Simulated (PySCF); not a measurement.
From one molecule to another.

First species: C₄H₁₀FN₃Si₂.
Atom-mapped SMILES: `[CH3:1][NH:2][SiH2:3][n:4]1[cH:5][n:6][cH:7][c:8]1[SiH2:9][F:10]` (hydrogens: H11, H12, H13 on C1; H14 on N2; H15, H16 on Si3; H17 on C5; H18 on C7; H19, H20 on Si9)

Second species: C₃H₁₂O₃SSi₂.
Atom-mapped SMILES: `[CH3:1][O:2][C:3]([SiH3:4])([SiH3:5])[O:6][S@@:7]([CH3:8])=[O:9]` (hydrogens: H10, H11, H12 on C1; H13, H14, H15 on Si4; H16, H17, H18 on Si5; H19, H20, H21 on C8)

Structure used (GFN2-xTB), in Å, numbered top down from 1:
```
atom  x, y, z in Å
C1    -1.9840   -0.9423    1.4759
O2    -1.5922    0.1925    0.7385
C3    -0.6065    0.0058   -0.2434
Si4   -0.8429   -1.4681   -1.4471
Si5   -0.5735    1.7466   -1.0906
O6     0.6245   -0.4077    0.3656
S7     1.5345    0.7431    1.1318
C8     3.0983    0.3153    0.2488
O9     1.1224    2.0253    0.5642
H10   -2.6091   -0.5771    2.2893
H11   -2.5595   -1.6378    0.8545
H12   -1.1162   -1.4663    1.8878
H13   -2.1842   -1.4169   -2.0244
H14   -0.6369   -2.7325   -0.7340
H15    0.2035   -1.3403   -2.4588
H16   -1.6586    1.5556   -2.0814
H17   -1.0251    2.8155   -0.2203
H18    0.6303    1.8959   -1.9071
H19    2.9691    0.5356   -0.8041
H20    3.2960   -0.7395    0.3985
H21    3.9011    0.9141    0.6650
```

Levels: PBE0/pcSseg-1 for dipole moment, HOMO energy, LUMO energy and HOMO–LUMO gap; GFN2-xTB for rotational constant A and rotational constant C. Geometries: GFN2-xTB. Each species is one conformer at its optimised geometry, gas phase, non-relativistic unless stated; the electronic structure was computed with PySCF and density fitting.

Dipoles, sizes and rotational constants follow the conformer. The torsions of the flexible species, by atom-mapped SMILES:
- `[CH3:1][NH:2][SiH2:3][n:4]1[cH:5][n:6][cH:7][c:8]1[SiH2:9][F:10]`: C1–N2–Si3–N4 -173°, N2–Si3–N4–C5 27°, C7–C8–Si9–F10 -125°
- `[CH3:1][O:2][C:3]([SiH3:4])([SiH3:5])[O:6][S@@:7]([CH3:8])=[O:9]`: C1–O2–C3–Si4 48°, O2–C3–O6–S7 -77°, C3–O6–S7–C8 -129°

```
             property   column X   column Y
        dipole moment     3.72 D     3.08 D
          HOMO energy   -7.27 eV   -7.04 eV
          LUMO energy   -0.17 eV   -0.58 eV
        HOMO–LUMO gap    7.10 eV    6.46 eV
rotational constant A  1.320 GHz  1.339 GHz
rotational constant C  0.736 GHz  0.479 GHz
```

Problem. Which column belongs to which species?

Solution. Column X is the second species and column Y the first. The first has 20 atoms and 92 electrons, the second 21 and 98.

Problem. How does each property change from the first species to the second?

Solution. dipole moment +0.64 D; HOMO energy -0.23 eV; LUMO energy +0.41 eV; HOMO–LUMO gap +0.64 eV; rotational constant A -0.019 GHz; rotational constant C +0.257 GHz.

On the first: In atomic units the dipole is 1.21 e·bohr (1 au = 2.5417 D).

On the second: The dipole matches unit charges of opposite sign 0.77 Å apart (1 e·Å = 4.8032 D).
